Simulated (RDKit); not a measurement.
RDKit input (UFF):

```python
from rdkit import Chem
from rdkit.Chem import AllChem, rdDetermineBonds

mol = Chem.MolFromXYZFile('mol.xyz')
rdDetermineBonds.DetermineBonds(mol, charge=-1)
print('SMILES', Chem.MolToSmiles(Chem.RemoveHs(mol)))
ff = AllChem.UFFGetMoleculeForceField(mol)
e0 = ff.CalcEnergy()
flag = ff.Minimize(maxIts=5000, forceTol=1e-5)
print(f'energy {e0:.4f} -> {ff.CalcEnergy():.4f} kcal/mol, converged: {flag == 0}')
print(Chem.MolToXYZBlock(mol))
```
mol.xyz:
```
7

C     -0.76398400    -0.64348800    -0.34542900
C      0.63138400    -0.30599900    -0.15763700
F      1.13636800     0.94469000    -0.62699800
F      1.43050000    -1.20605600    -0.82546100
F      1.06125500    -0.30098200     1.14364400
Cl    -1.81573500     0.66788400     0.42400400
H     -0.99001800    -0.59596600    -1.41035300
```

Output:

```
SMILES FC(F)(F)[CH-]Cl
energy 14.0968 -> 0.7676 kcal/mol, converged: True
7

C     -0.764024   -0.577438   -0.364582
C      0.716720   -0.291368   -0.158728
F      1.038052    0.950043   -0.677613
F      1.462610   -1.258987   -0.804922
F      1.017496   -0.317989    1.190682
Cl    -1.774209    0.635733    0.465197
H     -1.006874   -0.579911   -1.448264
```

The dipole moment of an ion depends on the origin.

The geometry given is a B3LYP-D3(BJ)/def2-TZVP minimum.
